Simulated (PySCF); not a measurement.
A run for PySCF: D3(BJ) and D4 dispersion corrections on CH7PSi (SMILES C[SiH2]P), a point of a torsion scan.

```python
from pyscf import gto
from pyscf.dispersion import dftd3, dftd4

mol = gto.M(
    atom='''
    C    -1.16543749    0.65437254   -0.07075191
    Si   -0.10451295   -0.91802479    0.09037896
    P     2.09554702   -0.44536418    0.02198233
    H    -2.22350821    0.41221008   -0.08501852
    H    -0.99322633    1.33859692    0.75638936
    H    -0.93497112    1.18558401   -0.99079507
    H    -0.41650125   -1.60319354    1.35031215
    H    -0.36536097   -1.81845700   -1.03791082
    H     1.94406079    0.92087141   -0.12449131
    H     2.24838505   -0.33159922    1.39096322
    ''',
    basis='def2-svp',
    charge=0, spin=0, verbose=0, max_memory=1800)
d3, d4 = {}, {}
for xc in ['hf', 'pbe', 'blyp', 'revpbe', 'tpss', 'r2scan', 'b3lyp', 'pbe0', 'bhlyp', 'camb3lyp', 'b2plyp']:
    d3[xc] = float(dftd3.DFTD3Dispersion(mol, xc=xc, version='d3bj', atm=False).get_dispersion()['energy'])
    print(f'D3(BJ) {xc:10s} {d3[xc]:14.8f} Eh')
for xc in ['hf', 'pbe', 'blyp', 'revpbe', 'tpss', 'r2scan', 'b3lyp', 'pbe0', 'bhlyp', 'camb3lyp', 'b2plyp']:
    d4[xc] = float(dftd4.DFTD4Dispersion(mol, xc={'camb3lyp': 'cam-b3lyp'}.get(xc, xc), atm=True).get_dispersion()['energy'])
    print(f'D4     {xc:10s} {d4[xc]:14.8f} Eh')
```

It printed:

```
D3(BJ) hf            -0.06158145 Eh
D3(BJ) pbe           -0.00775858 Eh
D3(BJ) blyp          -0.01699366 Eh
D3(BJ) revpbe        -0.01901832 Eh
D3(BJ) tpss          -0.00995171 Eh
D3(BJ) r2scan        -0.00218066 Eh
D3(BJ) b3lyp         -0.01401658 Eh
D3(BJ) pbe0          -0.00689239 Eh
D3(BJ) bhlyp         -0.01147275 Eh
D3(BJ) camb3lyp      -0.00650383 Eh
D3(BJ) b2plyp        -0.00680465 Eh
D4     hf            -0.02502884 Eh
D4     pbe           -0.00725621 Eh
D4     blyp          -0.01587075 Eh
D4     revpbe        -0.02140100 Eh
D4     tpss          -0.00977584 Eh
D4     r2scan        -0.00175214 Eh
D4     b3lyp         -0.01173236 Eh
D4     pbe0          -0.00613817 Eh
D4     bhlyp         -0.00921619 Eh
D4     camb3lyp      -0.00625066 Eh
D4     b2plyp        -0.00505534 Eh
```

The run finished.

Cost: about 0.020 core-seconds (a rough figure).
